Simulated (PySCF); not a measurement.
Calculation: TPSSh-D3(BJ)/def2-TZVP // B3LYP-D3(BJ)/def2-TZVP (PySCF). Gas-phase values, no solvent. One relaxed conformer stands for a flexible species; it need not be the lowest. Excitations are Tamm–Dancoff values on a coarser integration grid. The basis has no diffuse functions, so Rydberg states are missing or too high.

Reference species (SMILES): `C#C/C=C/CF` (neutral, multiplicity 1).

```yaml
S1 excitation (TDA): 5.15 eV
HOMO: -6.72 eV
S1 oscillator strength: 0.000
T1 excitation (TDA): 3.37 eV
```

After one change: the S1 excitation (TDA) falls by 1.04 eV; the HOMO goes up by 0.10 eV; the S1 oscillator strength is nearly the same; the T1 excitation (TDA) decreases by 0.65 eV.

**Question.** Name the change that produced these shifts. The new species is one of these.
A. `C=C=C=CCF`
B. `FCC1=CC=C1` (F–C–C–C torsion 124°)
C. `C#C/C=C(\C)F`
D. `FC1C=CC=C1`

**Answer.** A, `C=C=C=CCF`
